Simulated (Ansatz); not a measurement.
Born–Oppenheimer molecular dynamics of a periodic cell of 17 atoms, Si (host Si, host structure diamond, interstitial Si). It goes on from the last frame of an earlier run, with new velocities.

All numbers below come from DFT PBE, scalar-relativistic, plane waves, PAW (Ansatz). Settings: PAW set soft_1, cutoff 420 eV, k mesh 2x2x2, fermi-dirac smearing 0.02 eV, no spin polarisation.

```yaml
ensemble: NVE (velocity Verlet)
time_step: 2 fs
steps_asked: 280
starting_velocities_drawn_for: 1680 K
seed: 526747
```

Frames 2 fs apart, positions in Å.

Velocities at 60 fs (Å/ps):

```
Si 1.80 -1.26 5.83
Si 6.11 -3.21 4.98
Si 1.68 -1.15 3.44
Si -1.69 10.88 2.69
Si 6.45 4.84 -1.58
Si -6.22 6.81 -9.96
Si -1.98 -12.00 -4.86
Si -0.84 -7.65 7.82
Si -3.69 -13.31 -3.31
Si 3.91 -2.04 -11.49
Si -1.14 13.12 1.50
Si -6.30 -6.60 3.47
Si 6.42 6.37 2.49
Si 3.91 -1.98 -6.82
Si -2.24 -9.48 9.90
Si -8.85 5.98 1.64
Si 2.68 10.69 -5.72
```

```xyz
17
Lattice="0.0000 5.4300 5.4300 5.4300 0.0000 5.4300 5.4300 5.4300 0.0000" Properties=species:S:1:pos:R:3 time_fs=60 energy_less_start_eV=0.510 T=1436
Si -1.165 0.609 0.464
Si 1.417 0.981 1.452
Si 2.615 2.263 0.055
Si 3.755 3.634 1.562
Si 2.994 -0.423 2.473
Si 3.857 1.398 3.625
Si 5.630 2.828 2.613
Si 7.041 4.146 4.016
Si -0.255 2.004 2.892
Si 1.087 3.884 3.982
Si 2.600 5.123 3.154
Si 4.134 6.100 4.498
Si 2.626 2.741 5.208
Si 4.176 3.391 6.929
Si 5.623 5.139 5.950
Si 6.905 6.675 6.845
Si 6.105 9.716 6.050
17
Lattice="0.0000 5.4300 5.4300 5.4300 0.0000 5.4300 5.4300 5.4300 0.0000" Properties=species:S:1:pos:R:3 time_fs=62 energy_less_start_eV=0.398 T=1490
Si -1.161 0.606 0.476
Si 1.429 0.974 1.463
Si 2.619 2.262 0.061
Si 3.752 3.656 1.567
Si 3.006 -0.413 2.470
Si 3.845 1.412 3.606
Si 5.626 2.804 2.603
Si 7.038 4.130 4.033
Si -0.262 1.977 2.886
Si 1.093 3.878 3.958
Si 2.598 5.150 3.155
Si 4.121 6.088 4.505
Si 2.639 2.753 5.213
Si 4.184 3.388 6.914
Si 5.618 5.118 5.968
Si 6.889 6.688 6.849
Si 6.109 9.738 6.040
17
Lattice="0.0000 5.4300 5.4300 5.4300 0.0000 5.4300 5.4300 5.4300 0.0000" Properties=species:S:1:pos:R:3 time_fs=64 energy_less_start_eV=0.280 T=1546
Si -1.157 0.603 0.488
Si 1.438 0.967 1.474
Si 2.623 2.262 0.065
Si 3.748 3.681 1.572
Si 3.018 -0.401 2.468
Si 3.836 1.427 3.588
Si 5.622 2.778 2.595
Si 7.035 4.112 4.053
Si -0.265 1.950 2.880
Si 1.096 3.870 3.933
Si 2.598 5.178 3.152
Si 4.108 6.077 4.513
Si 2.652 2.763 5.220
Si 4.192 3.385 6.896
Si 5.614 5.095 5.985
Si 6.875 6.701 6.855
Si 6.113 9.761 6.032
17
Lattice="0.0000 5.4300 5.4300 5.4300 0.0000 5.4300 5.4300 5.4300 0.0000" Properties=species:S:1:pos:R:3 time_fs=66 energy_less_start_eV=0.183 T=1592
Si -1.153 0.598 0.500
Si 1.446 0.961 1.486
Si 2.628 2.264 0.067
Si 3.743 3.706 1.577
Si 3.029 -0.388 2.467
Si 3.827 1.442 3.571
Si 5.618 2.753 2.589
Si 7.030 4.092 4.075
Si -0.267 1.923 2.874
Si 1.095 3.859 3.906
Si 2.598 5.207 3.145
Si 4.095 6.068 4.522
Si 2.665 2.771 5.227
Si 4.201 3.384 6.877
Si 5.609 5.069 5.999
Si 6.864 6.716 6.861
Si 6.114 9.783 6.025
17
Lattice="0.0000 5.4300 5.4300 5.4300 0.0000 5.4300 5.4300 5.4300 0.0000" Properties=species:S:1:pos:R:3 time_fs=68 energy_less_start_eV=0.127 T=1619
Si -1.149 0.594 0.512
Si 1.453 0.954 1.499
Si 2.634 2.268 0.068
Si 3.739 3.733 1.581
Si 3.040 -0.375 2.469
Si 3.821 1.457 3.556
Si 5.614 2.729 2.584
Si 7.024 4.071 4.098
Si -0.266 1.897 2.868
Si 1.092 3.845 3.880
Si 2.599 5.237 3.134
Si 4.082 6.061 4.532
Si 2.678 2.778 5.235
Si 4.210 3.383 6.856
Si 5.604 5.041 6.010
Si 6.857 6.730 6.867
Si 6.115 9.806 6.019
17
Lattice="0.0000 5.4300 5.4300 5.4300 0.0000 5.4300 5.4300 5.4300 0.0000" Properties=species:S:1:pos:R:3 time_fs=70 energy_less_start_eV=0.127 T=1619
Si -1.145 0.589 0.524
Si 1.457 0.949 1.512
Si 2.640 2.274 0.067
Si 3.734 3.760 1.586
Si 3.049 -0.362 2.471
Si 3.816 1.474 3.543
Si 5.609 2.706 2.581
Si 7.018 4.048 4.123
Si -0.265 1.871 2.862
Si 1.086 3.830 3.853
Si 2.599 5.268 3.120
Si 4.071 6.055 4.543
Si 2.689 2.783 5.242
Si 4.219 3.382 6.836
Si 5.600 5.013 6.019
Si 6.852 6.743 6.873
Si 6.115 9.828 6.013
17
Lattice="0.0000 5.4300 5.4300 5.4300 0.0000 5.4300 5.4300 5.4300 0.0000" Properties=species:S:1:pos:R:3 time_fs=72 energy_less_start_eV=0.184 T=1591
Si -1.141 0.584 0.536
Si 1.461 0.944 1.525
Si 2.647 2.281 0.065
Si 3.729 3.788 1.590
Si 3.058 -0.350 2.476
Si 3.813 1.490 3.532
Si 5.603 2.685 2.579
Si 7.011 4.024 4.148
Si -0.261 1.845 2.856
Si 1.078 3.813 3.826
Si 2.599 5.298 3.102
Si 4.060 6.051 4.556
Si 2.699 2.786 5.250
Si 4.228 3.382 6.816
Si 5.597 4.984 6.026
Si 6.851 6.756 6.878
Si 6.113 9.850 6.008
17
Lattice="0.0000 5.4300 5.4300 5.4300 0.0000 5.4300 5.4300 5.4300 0.0000" Properties=species:S:1:pos:R:3 time_fs=74 energy_less_start_eV=0.290 T=1541
Si -1.136 0.579 0.547
Si 1.463 0.940 1.538
Si 2.653 2.289 0.063
Si 3.725 3.817 1.593
Si 3.066 -0.340 2.482
Si 3.811 1.508 3.523
Si 5.596 2.667 2.581
Si 7.003 3.998 4.173
Si -0.257 1.821 2.850
Si 1.068 3.794 3.800
Si 2.598 5.328 3.081
Si 4.051 6.049 4.570
Si 2.708 2.788 5.257
Si 4.236 3.382 6.796
Si 5.596 4.955 6.029
Si 6.852 6.766 6.882
Si 6.111 9.870 6.003
17
Lattice="0.0000 5.4300 5.4300 5.4300 0.0000 5.4300 5.4300 5.4300 0.0000" Properties=species:S:1:pos:R:3 time_fs=76 energy_less_start_eV=0.429 T=1474
Si -1.132 0.574 0.558
Si 1.465 0.937 1.550
Si 2.660 2.298 0.060
Si 3.720 3.845 1.597
Si 3.073 -0.332 2.490
Si 3.810 1.526 3.516
Si 5.588 2.652 2.584
Si 6.995 3.972 4.198
Si -0.252 1.798 2.845
Si 1.058 3.775 3.775
Si 2.596 5.357 3.058
Si 4.043 6.048 4.585
Si 2.714 2.788 5.263
Si 4.245 3.381 6.779
Si 5.597 4.927 6.030
Si 6.857 6.774 6.885
Si 6.107 9.888 5.996
17
Lattice="0.0000 5.4300 5.4300 5.4300 0.0000 5.4300 5.4300 5.4300 0.0000" Properties=species:S:1:pos:R:3 time_fs=78 energy_less_start_eV=0.586 T=1398
Si -1.128 0.569 0.568
Si 1.466 0.936 1.562
Si 2.667 2.308 0.058
Si 3.717 3.873 1.600
Si 3.080 -0.325 2.501
Si 3.810 1.544 3.511
Si 5.579 2.641 2.590
Si 6.987 3.945 4.223
Si -0.246 1.776 2.839
Si 1.046 3.755 3.751
Si 2.592 5.385 3.032
Si 4.036 6.049 4.601
Si 2.718 2.787 5.267
Si 4.253 3.379 6.765
Si 5.600 4.902 6.027
Si 6.865 6.780 6.886
Si 6.103 9.904 5.989
17
Lattice="0.0000 5.4300 5.4300 5.4300 0.0000 5.4300 5.4300 5.4300 0.0000" Properties=species:S:1:pos:R:3 time_fs=80 energy_less_start_eV=0.746 T=1321
Si -1.124 0.566 0.577
Si 1.467 0.937 1.572
Si 2.674 2.319 0.056
Si 3.714 3.899 1.602
Si 3.086 -0.321 2.513
Si 3.811 1.562 3.509
Si 5.569 2.633 2.598
Si 6.978 3.918 4.246
Si -0.241 1.756 2.833
Si 1.034 3.735 3.728
Si 2.587 5.412 3.006
Si 4.030 6.051 4.617
Si 2.719 2.784 5.271
Si 4.260 3.376 6.753
Si 5.606 4.878 6.022
Si 6.875 6.783 6.884
Si 6.098 9.919 5.981
17
Lattice="0.0000 5.4300 5.4300 5.4300 0.0000 5.4300 5.4300 5.4300 0.0000" Properties=species:S:1:pos:R:3 time_fs=82 energy_less_start_eV=0.899 T=1247
Si -1.120 0.563 0.585
Si 1.468 0.939 1.582
Si 2.681 2.331 0.056
Si 3.711 3.925 1.604
Si 3.091 -0.319 2.527
Si 3.812 1.580 3.509
Si 5.559 2.630 2.608
Si 6.969 3.891 4.268
Si -0.236 1.738 2.829
Si 1.022 3.715 3.706
Si 2.581 5.437 2.978
Si 4.026 6.054 4.633
Si 2.718 2.780 5.273
Si 4.267 3.372 6.745
Si 5.615 4.858 6.015
Si 6.887 6.785 6.880
Si 6.092 9.931 5.971
```

Of the whole run (560 fs, mean temperature of the second half 1270 K): The conserved energy stayed within 0.57 meV per atom of its start (net change 0.34 meV per atom), so the integration is sound. A run of 0.56 ps of so small a system gives no equilibrium averages. Limits of this set-up: coarse k mesh, a small cell, in which the defect meets its images.

The run took 19 min on 1 thread of Arm Neoverse V2 (shared host), peak memory 0.61 GiB.
